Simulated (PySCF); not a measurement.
Task: Give a PBE0-D3(BJ)/def2-TZVP geometry of `Fc1ccc(F)cc1`.

Result: 
```xyz
12
C6H4F2 angstrom
F     -2.0162   -0.1115    1.7903
C     -1.0151   -0.0576    0.9022
C     -0.2705   -1.1960    0.6620
C      0.7661   -1.1394   -0.2572
C      1.0212    0.0539   -0.9047
F      2.0227    0.1065   -1.7925
C      0.2771    1.1927   -0.6655
C     -0.7588    1.1352    0.2544
H     -0.5038   -2.1114    1.1907
H      1.3735   -2.0088   -0.4744
H      0.5098    2.1080   -1.1948
H     -1.3662    2.0046    0.4714
```

Any rigid rotation of these coordinates is as good. Atoms count from 1 in this order. The 6-membered ring C2–C3–C4–C5–C7–C8 has internal angles of 118.9° to 122.1° (sum 720°, against 720° for a flat polygon); it is planar, 0.00 Å rms from its mean plane, widest ring torsion 0°. The 8 heavy atoms lie in one plane (0.000 Å rms).

Bonds between heavy atoms (Å): F1–C2 1.339, C2–C3 1.381, C3–C4 1.387, C4–C5 1.381, C5–F6 1.339, C5–C7 1.381, C7–C8 1.387, C2–C8 1.381.

Computed, not measured: PBE0-D3(BJ)/def2-TZVP geometry optimisation, gas phase (PySCF 2.14.0).

Point group: D2h (tolerance 0.08 Å). PBE0-D3(BJ)/def2-TZVP frequencies: not computed here.
